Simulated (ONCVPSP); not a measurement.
## Before and after: ONCV potential for tin

| Item | Value |
| --- | --- |
| Element | Sn |
| Generator | ONCVPSP 4.0.1 |
| Type | optimised norm-conserving Vanderbilt (ONCV) |
| Functional | PBEsol |
| Relativity | scalar-relativistic |
| Frozen core | [Ar] 3d10 |
| Valence charge | 22 |
| Reference configuration | 4s2 4p6 4d10 5s2 5p2 |
| Partial waves | 4s+5s: rc 1.40 bohr, ncon 3, nbas 7, qcut 9.3 1/bohr, 2 projectors; 4p+5p: rc 1.30 bohr, ncon 3, nbas 6, qcut 8.2 1/bohr, 2 projectors; 4d: rc 1.15 bohr, ncon 4, nbas 9, qcut 7.9 1/bohr, 2 projectors, debl 3.6 Ha |
| Local potential | polynomial inside 0.90 bohr (lpopt 5, dvloc0 -1 Ha) |
| Core correction | polynomial model core, fcfact 0.4 |

Change: d: qcut 9.6.

Cutoffs: the cutoffs (Ha) at which the residual kinetic energy of the hardest occupied pseudo-wave falls to 1 and 0.1 mHa per electron; they do not see the model core or the augmentation charge, which bear on the density cutoff. Errors are all-electron minus pseudo energies relative to the spin-unpolarised reference configuration.

Problem. How do hardness, ghosts and transferability respond?

Solution. The potential gets softer (130 Ha and 229 Ha → 42 Ha and 62 Ha); of the 4 tests that both files solve, the error grows in 0 and shrinks in 1 by more than 15 % and 0.3 meV (median size 4.1 → 2.7 meV); neither file shows a bound ghost.

```tsv
quantity	base	changed
cutoff, loose	130 Ha	42 Ha
cutoff, tight	229 Ha	62 Ha
loose cutoff by channel	s 30 Ha, p 23 Ha, d 130 Ha	s 30 Ha, p 23 Ha, d 42 Ha
bound ghosts	none	none
GHOST(+) flags under 300 eV	s at 148.1 eV	s at 148.1 eV
error for 4s2 4p6 4d10 5s2 5p1, meV [ΔE 6.90 eV]	-1.2	-1.2
error for 4s2 4p6 4d10 5s2 5p0, meV [ΔE 20.87 eV]	-4.2	-4.2
error for 4s2 4p6 4d10 5s1 5p0, meV [ΔE 51.89 eV]	-13	-12
error for 4s2 4p6 4d9 5s2 5p3, meV [ΔE 24.40 eV]	+4.0	+0.8
s: phases at 1.42 bohr within 0.05 rad from the reference energy up to (Ha; the scan ends near 5)	to the end of the scan	to the end of the scan
p: phases at 1.32 bohr within 0.05 rad from the reference energy up to (Ha; the scan ends near 5)	to the end of the scan	to the end of the scan
d: phases at 1.16 bohr within 0.05 rad from the reference energy up to (Ha; the scan ends near 5)	to the end of the scan	to the end of the scan
rms error of d²Exc/dni dnj with the model core, mHa	1.15	1.12
```
